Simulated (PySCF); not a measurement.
# Nonlinear optical response: SMILES F[CH2][Ga@@H-]1[O]C=CC=[O+]1, C4H6FGaO2

Cartesian coordinates in Å; atom numbers follow the order of the lines, from 1:
```xyz
14

F     1.286    1.583    0.055
C     2.298    0.618   -0.138
Ga    1.080   -1.027   -0.216
O    -0.371   -0.522   -1.413
C    -1.455    0.045   -1.089
C    -1.941    0.220    0.199
C    -1.242   -0.234    1.309
O    -0.126   -0.832    1.302
H     2.975    0.720    0.715
H     2.825    0.916   -1.049
H     1.324   -2.531   -0.411
H    -2.069    0.413   -1.922
H    -2.888    0.712    0.341
H    -1.696   -0.082    2.298
```

Level of theory: quadratic response CAM-B3LYP/def2-SVPD first hyperpolarisability, Taylor convention, gas phase (PySCF 2.14.0). Geometry: GFN2-xTB.

The calculation is non-relativistic, which matters for the atoms heavier than Zn.

**Question.** What is the first hyperpolarisability, and how does it disperse?

**Answer.** In 10⁻³⁰ esu, Taylor convention; the vector part is βᵢ = ⅓ Σⱼ (βᵢⱼⱼ + βⱼᵢⱼ + βⱼⱼᵢ); β∥ is 3/5 of the vector part along the dipole, the dipole points from − to +:
| process | λ (nm) | β vector norm | β∥ | β HRS | depolarisation ratio |
| --- | --- | --- | --- | --- | --- |
| static β(0;0,0) | ∞ | 1.64 | 0.21 | 0.70 | 4.64 |
| second harmonic β(−2ω;ω,ω) | 1907 | 1.70 | 0.22 | 0.72 | 4.65 |
| Pockels β(−ω;ω,0) | 1907 | 1.66 | 0.21 | – | – |
| second harmonic β(−2ω;ω,ω) | 1340 | 1.77 | 0.23 | 0.75 | 4.66 |
| Pockels β(−ω;ω,0) | 1340 | 1.68 | 0.22 | – | – |

**Question.** Which lowest excitations, dipole and polarisabilities go with it?

**Answer.** S1 4.50 eV (f = 0.082); S2 4.50 eV (f = 0.017); S3 5.64 eV (f = 0.075); dipole 1.48 D; isotropic α 81.1 au static, 81.4 au at 1907 nm, 81.7 au at 1340 nm, 82.3 au at 953.5 nm, 83.7 au at 670 nm.
